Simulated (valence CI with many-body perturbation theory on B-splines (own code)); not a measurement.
## E1 line list for Pr LV

Level of theory: configuration interaction combined with many-body perturbation theory (CI+MBPT): three valence electrons over a frozen Dirac-Fock core [He], a basis of 11 s, 11 p, 10 d, 8 f, 5 g, 2 h functions for each j, with the one-electron correlation potential Σ1, the two-electron term Σ2, the three-electron term Σ3, Breit, model QED; selected CI, second order for the rest, scaled by the run's own slope (own B-spline code, finite nucleus).

No measured spectrum was set against this ion. As an estimate, large intervals hold to a few tenths of a per cent, small ones and those within an open d or f shell to about a per cent.

Lines 1 to 50 of 556 in falling wavelength, among levels below 9158.2 eV, chosen from the strongest by gf and those to the six lowest levels. Wavelengths and rates use the calculated energies. Electric multipoles are in the length gauge, E1 and E2 with the static RPA response of the core. Weak lines are less certain than strong ones. Lines between different terms over intervals too small for the method are left out, as are lines whose strength nearly cancels. The highest levels of a list are the least certain.

Levels are named by their leading jj configuration (3d3/2^4 stands for four electrons in 3d with j = 3/2), which in mixed levels can hold well under half, so a name can repeat and another be missing. Letters in brackets count levels of one name in rising energy.

| λ vac (nm) | Upper | Lower | A (s⁻¹) | S (a.u.) with core polarisation | S without |
| --- | --- | --- | --- | --- | --- |
| 80.70 | (2p1/2^2 4f7/2) J=7/2 | (2p1/2^2 4d5/2) J=5/2 | 1.38e+08 | 2.86e-01 | 2.86e-01 |
| 75.77 | (2s 2p1/2 4f7/2) J=7/2 [b] | (2s 2p1/2 4d5/2) J=5/2 [b] | 1.51e+08 | 2.60e-01 | 2.60e-01 |
| 67.55 | (2s 2p1/2 4f7/2) J=9/2 | (2s 2p1/2 4d5/2) J=7/2 | 2.33e+08 | 3.54e-01 | 3.54e-01 |
| 66.84 | (2s 2p1/2 4f7/2) J=7/2 [a] | (2s 2p1/2 4d5/2) J=5/2 [a] | 2.00e+08 | 2.36e-01 | 2.36e-01 |
| 63.46 | (2s^2 4f7/2) J=7/2 | (2s^2 4d5/2) J=5/2 | 2.80e+08 | 2.83e-01 | 2.83e-01 |
| 45.48 | (2s 2p1/2 4f5/2) J=5/2 [b] | (2s 2p1/2 4d3/2) J=3/2 [b] | 5.71e+08 | 1.59e-01 | 1.59e-01 |
| 43.63 | (2p1/2^2 4f5/2) J=5/2 | (2p1/2^2 4d3/2) J=3/2 | 8.15e+08 | 2.00e-01 | 2.00e-01 |
| 42.02 | (2s^2 4f5/2) J=5/2 | (2s^2 4d3/2) J=3/2 | 8.96e+08 | 1.97e-01 | 1.97e-01 |
| 41.61 | (2s 2p1/2 4f5/2) J=5/2 [a] | (2s 2p1/2 4d3/2) J=3/2 [a] | 9.12e+08 | 1.94e-01 | 1.94e-01 |
| 41.42 | (2s 2p1/2 4f5/2) J=7/2 | (2s 2p1/2 4d3/2) J=5/2 | 7.68e+08 | 2.15e-01 | 2.15e-01 |
| 34.49 | (2s 2p1/2 4d5/2) J=5/2 [a] | (2s 2p1/2 4p3/2) J=3/2 [a] | 2.21e+09 | 2.68e-01 | 2.68e-01 |
| 34.42 | (2s 2p1/2 4d5/2) J=7/2 | (2s 2p1/2 4p3/2) J=5/2 | 2.76e+09 | 4.45e-01 | 4.45e-01 |
| 33.87 | (2p1/2^2 4d5/2) J=5/2 | (2p1/2^2 4p3/2) J=3/2 | 2.98e+09 | 3.42e-01 | 3.42e-01 |
| 32.82 | (2s^2 4d5/2) J=5/2 | (2s^2 4p3/2) J=3/2 | 3.12e+09 | 3.27e-01 | 3.27e-01 |
| 32.66 | (2s 2p1/2 4d5/2) J=5/2 [b] | (2s 2p1/2 4p3/2) J=3/2 [b] | 2.81e+09 | 2.90e-01 | 2.90e-01 |
| 31.42 | (2s 2p1/2 4d5/2) J=3/2 | (2s 2p1/2 4p3/2) J=1/2 | 2.81e+09 | 1.72e-01 | 1.72e-01 |
| 17.66 | (2s 2p3/2 3p1/2) J=3/2 [a] | (2s 2p3/2 3s) J=5/2 | 4.38e+09 | 4.76e-02 | 4.76e-02 |
| 17.05 | (2s 2p3/2 3p1/2) J=5/2 | (2s 2p3/2 3s) J=5/2 | 3.18e+09 | 4.67e-02 | 4.67e-02 |
| 15.70 | (2s 2p1/2 4d5/2) J=5/2 [a] | (2s 2p1/2 4p1/2) J=3/2 | 4.93e+09 | 5.64e-02 | 5.64e-02 |
| 15.66 | (2s 2p1/2 4d3/2) J=3/2 [b] | (2s 2p1/2 4p1/2) J=1/2 [b] | 1.31e+10 | 9.94e-02 | 9.94e-02 |
| 15.48 | (2s 2p1/2 4d3/2) J=1/2 | (2s 2p1/2 4p1/2) J=1/2 [b] | 2.14e+10 | 7.84e-02 | 7.84e-02 |
| 15.40 | (2p3/2^2 3d5/2) J=5/2 [a] | (2p3/2^2 3p3/2) J=3/2 [a] | 4.58e+09 | 4.95e-02 | 4.95e-02 |
| 15.03 | (2s 2p3/2 3d5/2) J=7/2 [a] | (2s 2p3/2 3p3/2) J=5/2 [a] | 4.06e+09 | 5.45e-02 | 5.45e-02 |
| 15.03 | (2p1/2^2 4d3/2) J=3/2 | (2p1/2^2 4p1/2) J=1/2 | 2.81e+10 | 1.88e-01 | 1.88e-01 |
| 14.93 | (2s 2p1/2 4d3/2) J=3/2 [a] | (2s 2p1/2 4p1/2) J=1/2 [a] | 2.76e+10 | 1.81e-01 | 1.81e-01 |
| 14.90 | (2s^2 4d3/2) J=3/2 | (2s^2 4p1/2) J=1/2 | 2.73e+10 | 1.79e-01 | 1.79e-01 |
| 14.74 | (2s 2p1/2 4d3/2) J=5/2 | (2s 2p1/2 4p1/2) J=3/2 | 2.27e+10 | 2.15e-01 | 2.15e-01 |
| 14.56 | (2s 2p3/2 3d5/2) J=9/2 | (2s 2p3/2 3p3/2) J=7/2 | 8.22e+09 | 1.25e-01 | 1.25e-01 |
| 14.48 | (2s 2p1/2 4p3/2) J=1/2 | (2s 2p1/2 4s) J=1/2 [b] | 3.12e+10 | 9.36e-02 | 9.36e-02 |
| 14.43 | (2p1/2 2p3/2 3d5/2) J=9/2 | (2p1/2 2p3/2 3p3/2) J=7/2 | 9.68e+09 | 1.43e-01 | 1.44e-01 |
| 14.38 | (2s 2p3/2 3d5/2) J=7/2 [b] | (2s 2p3/2 3p3/2) J=5/2 [b] | 6.77e+09 | 7.96e-02 | 7.96e-02 |
| 14.35 | (2p3/2^2 3d5/2) J=7/2 | (2p3/2^2 3p3/2) J=5/2 | 7.19e+09 | 8.40e-02 | 8.40e-02 |
| 14.30 | (2s 2p3/2 3d5/2) J=5/2 [b] | (2s 2p3/2 3p3/2) J=3/2 | 6.14e+09 | 5.32e-02 | 5.32e-02 |
| 14.30 | (2s 2p1/2 4p3/2) J=3/2 [b] | (2s 2p1/2 4s) J=1/2 [b] | 2.18e+10 | 1.26e-01 | 1.26e-01 |
| 14.30 | (2p1/2 2p3/2 3d5/2) J=7/2 [a] | (2p1/2 2p3/2 3p3/2) J=5/2 [a] | 9.00e+09 | 1.04e-01 | 1.04e-01 |
| 14.26 | (2s 2p1/2 3d5/2) J=7/2 | (2s 2p1/2 3p3/2) J=5/2 | 9.08e+09 | 1.04e-01 | 1.04e-01 |
| 14.24 | (2p1/2 2p3/2 3d5/2) J=7/2 [b] | (2p1/2 2p3/2 3p3/2) J=5/2 [b] | 8.22e+09 | 9.38e-02 | 9.38e-02 |
| 14.22 | (2p3/2^2 3d5/2) J=9/2 | (2p3/2^2 3p3/2) J=7/2 | 9.35e+09 | 1.33e-01 | 1.33e-01 |
| 14.17 | (2s 2p1/2 4d3/2) J=3/2 [b] | (2s 2p1/2 4p1/2) J=3/2 | 1.45e+10 | 8.14e-02 | 8.14e-02 |
| 14.01 | (2p1/2^2 3d5/2) J=5/2 | (2p1/2^2 3p3/2) J=3/2 | 1.04e+10 | 8.51e-02 | 8.51e-02 |
| 13.96 | (2s^2 3d5/2) J=5/2 | (2s^2 3p3/2) J=3/2 | 7.75e+09 | 6.24e-02 | 6.24e-02 |
| 13.96 | (2p3/2^2 3d5/2) J=5/2 [b] | (2p3/2^2 3p3/2) J=3/2 [b] | 9.47e+09 | 7.62e-02 | 7.62e-02 |
| 13.94 | (2p1/2^2 4p3/2) J=3/2 | (2p1/2^2 4s) J=1/2 | 4.28e+10 | 2.29e-01 | 2.29e-01 |
| 13.77 | (2s 2p1/2 3d5/2) J=5/2 [a] | (2s 2p1/2 3p3/2) J=3/2 [a] | 9.25e+09 | 7.15e-02 | 7.15e-02 |
| 13.75 | (2s^2 4p3/2) J=3/2 | (2s^2 4s) J=1/2 | 4.12e+10 | 2.12e-01 | 2.12e-01 |
| 13.71 | (2s 2p1/2 4p3/2) J=3/2 [a] | (2s 2p1/2 4s) J=1/2 [a] | 4.27e+10 | 2.17e-01 | 2.17e-01 |
| 13.62 | (2s 2p1/2 4p3/2) J=5/2 | (2s 2p1/2 4s) J=3/2 | 4.49e+10 | 3.36e-01 | 3.36e-01 |
| 13.61 | (2p1/2 2p3/2 3d5/2) J=5/2 [b] | (2p1/2 2p3/2 3p3/2) J=3/2 [b] | 6.67e+09 | 4.98e-02 | 4.98e-02 |
| 13.47 | (2s 2p1/2 4p3/2) J=3/2 [b] | (2s 2p1/2 4s) J=3/2 | 1.87e+10 | 9.01e-02 | 9.01e-02 |
| 13.22 | (2p1/2 2p3/2 3d5/2) J=5/2 [a] | (2p1/2 2p3/2 3p3/2) J=3/2 [a] | 8.17e+09 | 5.59e-02 | 5.60e-02 |
